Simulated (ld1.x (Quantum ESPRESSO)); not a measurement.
**gold (Au), RRKJ: configuration errors across variants**

Au (Z = 79), norm-conserving RRKJ (Kleinman–Bylander form), made with ld1.x (Quantum ESPRESSO) 7.5 (PBEsol, fully relativistic). Core [Kr] 4d10 4f14, reference 5s2 5p6 5d9.5 6s0 6p0 (charge +1.5). Waves: 5s (bound): rc 0.85 bohr; 5p (bound): rc 1.50 bohr; 5d (bound): rc 2.10 bohr. Local part: all-electron potential smoothed inside 1.25 bohr (lloc = -2). Core correction: a·sin(br)/r model core inside 0.40 bohr. rho0 = 0.02.

Open shells are filled in proportion to 2j + 1 (rel_dist='average').

All-electron excitation energies from the reference (eV): (1) 5s2 5p6 5d10 6s0 6p0 -9.130; (2) 5s2 5p6 5d9 6s0 6p0 12.128; (3) 5s2 5p6 5d10 6s0 6p1 -13.299; (4) 5s2 5p6 5d7 6s0 6p0 93.761.

Tests that are not counted but printed errors over 1 eV. “base”: 5s2 5p6 5d10 6s1 6p0 (solver errors, printed error -3.6 eV); 5s2 5p5 5d10 6s1 6p0 (solver errors, printed error -4.3 eV). “wave 5s (bound): rc 0.85 bohr becomes 5s (bound): rc 0.80 bohr”: 5s2 5p6 5d10 6s1 6p0 (solver errors, printed error -3.6 eV); 5s2 5p5 5d10 6s1 6p0 (solver errors, printed error -4.3 eV). “wave 5s (bound): rc 0.85 bohr becomes 5s (bound): rc 1.02 bohr”: 5s2 5p6 5d10 6s1 6p0 (solver errors, printed error -3.6 eV); 5s2 5p5 5d10 6s1 6p0 (solver errors, printed error -4.3 eV). “wave 5s (bound): rc 0.85 bohr becomes 5s (bound): rc 1.18 bohr”: 5s2 5p6 5d10 6s1 6p0 (solver errors, printed error -3.6 eV); 5s2 5p5 5d10 6s1 6p0 (solver errors, printed error -4.3 eV). “wave 5s (bound): rc 0.85 bohr becomes 5s (bound): rc 1.28 bohr”: 5s2 5p6 5d10 6s1 6p0 (solver errors, printed error -3.6 eV); 5s2 5p5 5d10 6s1 6p0 (solver errors, printed error -4.3 eV).

2 further variants failed, have other tests or too few solved ones, and are left out.

A true bound ghost makes a file unfit for plane-wave use even where its test errors are small: the radial tests pick states by their node count and pass the ghost by. Where a test does run into it, the solver fails or the error is huge.

Errors AE − PS in meV (a dash: test not solved or not reliable):

```tsv
change	(1)	(2)	(3)	(4)	bound ghosts
base	-0.1	+0.4	-68	+34	s
wave 5s (bound): rc 0.85 bohr becomes 5s (bound): rc 0.80 bohr	0.0	+0.4	-68	+34	none
wave 5s (bound): rc 0.85 bohr becomes 5s (bound): rc 1.02 bohr	0.0	+0.5	-68	+34	s
wave 5s (bound): rc 0.85 bohr becomes 5s (bound): rc 1.18 bohr	-0.1	+0.4	-68	+34	none
wave 5s (bound): rc 0.85 bohr becomes 5s (bound): rc 1.28 bohr	-0.1	+0.5	-68	+34	none
```

Question: Give the same row for: wave 5s (bound): rc 0.85 bohr becomes 5s (bound): rc 0.88 bohr.

Answer: 0.0, +0.5, -68, +34; bound ghosts: s. Not counted: 5s2 5p6 5d10 6s1 6p0 (solver errors, printed error -3.6 eV); 5s2 5p5 5d10 6s1 6p0 (solver errors, printed error -4.3 eV).
